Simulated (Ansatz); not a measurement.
Isolated molecules relaxed with PBE0-D4/def2-TZVP in Ansatz; ΔE leaves out vibrations. CBS: MP2 limit from def2 TZ/QZ plus the TZ coupled-cluster correction, frozen cores. DFT in def2-TZVPP. One conformer a species, not always the lowest.

`C[SiH2]C[SiH2]F` → `CC[SiH](F)[SiH3]`  (isomerisation)

CCSD(T)/CBS gives +66.1 kJ/mol.

Question: Another level gave +65.0 kJ/mol. Which?
A. SCS-MP2/def2-TZVPP
B. CCSD/def2-TZVPP
C. PBE0-D4/def2-TZVPP
D. PBE-D4/def2-TZVPP

Answer: B. CCSD/def2-TZVPP 65.0, PBE0-D4 56.5, PBE-D4 51.1, SCS-MP2/def2-TZVPP 70.5 kJ/mol.

Largest T1 diagnostic among the species: 0.011.

From PBE to PBE0 (25 % exact exchange), in def2-TZVPP and without D4, ΔE moves by +5.6 kJ/mol.
